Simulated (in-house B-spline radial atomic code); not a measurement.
# RPBE excitations of Bi⁵⁺

Method: RPBE. Computed with an all-electron radial atomic-structure program (B-spline basis): linear response of the closed shell [Xe] 4f14 5d10 with the functional's adiabatic kernel; scalar-relativistic (spin-free one-electron X2C), finite nucleus, no spin-orbit coupling, no double excitations, S, P, D and F terms only; shells from n = 3 respond. Only terms of natural parity with L up to 3 were computed.

Spin-orbit coupling is strong here, so these LS terms don't match observed levels.

Command:
```bash
python run_td.py task.json out
```
Settings (radii: box in bohr, nucleus in fm):
```
Z                        83
electrons                78
configuration            [Xe] 4f14 5d10
hamiltonian              x2c
method                   rpbe,pbe
box_radius               16.35
rms_radius               5.5211
intervals                70
```

Cost of the run: 9.3 s on 1 thread of Arm Neoverse N1, with other jobs on the host.

The lowest states, in the order of their Tamm-Dancoff energies; the method's threshold (minus the highest occupied level) is 80.50 eV. Labels give the largest channel, * marks a mixed state, and oscillator strengths are full-response dipole values. Semilocal kernels can invert the small singlet-triplet splittings of Rydberg terms. Energies in eV:

```
      state  full response  Tamm-Dancoff  oscillator strength
 5d → 6s 3D         17.879        17.912                    -
 5d → 6s 1D         18.997        19.032                    -
 5d → 6p 3P          31.96         32.00                    -
 5d → 6p 3F          32.14         32.17                    -
 5d → 6p 1F          32.65         32.65                    -
 5d → 6p 1P          33.77         33.87                 1.11
 5d → 6d 3S          48.21         48.24                    -
 5d → 6d 3D          48.74         48.74                    -
 5d → 6d 1D          49.12         49.14                    -
 5d → 5f 3P          50.01         50.06                    -
 5d → 5f 3F              ?             ?                    -
 5d → 7s 3D              ?             ?                    -
 5d → 7s 1D          51.08         51.08                    -
 5d → 5f 1F          51.63         51.65                    -
 5d → 6d 1S          52.04         52.39                    -
5d → 5f 1P*          55.11         55.43                 2.77
```

Question: Where does 5d → 5f 3F lie?

Answer: At 50.60 eV in full response, 50.62 eV in Tamm-Dancoff.

Question: Where does 5d → 7s 3D lie?

Answer: At 50.86 eV in full response, 50.86 eV in Tamm-Dancoff.

Question: How large is the singlet-triplet splitting of 5d → 6s (D terms) in Tamm-Dancoff?

Answer: 1.12 eV, from the unrounded values.

Question: What polarisabilities and dispersion coefficient does the method give?

Answer: Dipole 2.918 bohr³, quadrupole 7.153 bohr⁵, C6 14.13 hartree·bohr⁶ for two such species.
